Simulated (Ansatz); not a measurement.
`CCCBr` + `C[NH][InH2]` → `CC[N](C)[InH2]` + `CBr` at 298.15 K and 1 bar (substitution at a C–C bond).

Isolated molecules relaxed with PBE0-D4/def2-TZVP in Ansatz; ΔE leaves out vibrations. CCSD(T)/CBS adds triple-zeta CCSD(T) − MP2 to the extrapolated MP2 energy (def2 sets, frozen cores). Elements past krypton have def2 core potentials. For Br, In outer-core shells are correlated without core-valence functions, which leaves a few kJ/mol of doubt a bond. Scalar relativity is left out up to krypton. One conformer a species, not always the lowest.

| species | CCSD(T)/CBS energy (Eh) | H − E (kJ/mol) | S (J/(mol·K)) |
| --- | --- | --- | --- |
| `CCCBr` | -2691.69941 | 265.4 | 318.3 |
| `C[NH][InH2]` | -286.14916 | 189.4 | 318.2 |
| `CC[N](C)[InH2]` | -364.66442 | 344.0 | 371.4 |
| `CBr` | -2613.17401 | 108.4 | 245.6 |

H − E and S are ideal-gas, rigid-rotor, harmonic terms from PBE0-D4/def2-TZVP, for one conformer and one mirror image of each species. 1 Eh = 2625.50 kJ/mol, R = 8.31446 J/(mol·K).

Problem. By hand: ΔE, ΔH, ΔS and ΔG.

Solution. ΔE = (-364.66442) + (-2613.17401) − (-2691.69941) − (-286.14916) = 0.01014 Eh = 26.6 kJ/mol. Δ(H − E) = 344.0 + 108.4 − 265.4 − 189.4 = -2.4, so ΔH = 24.2 kJ/mol. ΔS = 371.4 + 245.6 − 318.3 − 318.2 = -19.5 J/(mol·K). ΔG = 24.2 − 298.15 × (-19.5)/1000 = 30.0 kJ/mol.

Problem. By hand: the equilibrium constant, and the temperature at which ΔG would vanish if ΔH and ΔS stayed fixed.

Solution. log₁₀ K = −ΔG/(RT ln 10) = -5.3. ΔH and −TΔS have one sign here, so there is no such temperature.

ΔH outweighs TΔS. A doubt of 5 kJ/mol in ΔE shifts log₁₀ K by 0.9 here. Other conformers and mirror images would add mixing entropy, several J/(mol·K) or more a flexible species. These are equilibria of isolated gas molecules and say nothing of rates. Largest T1 diagnostic: 0.016 (customary marks: 0.02 for closed shells, 0.045 for open ones).
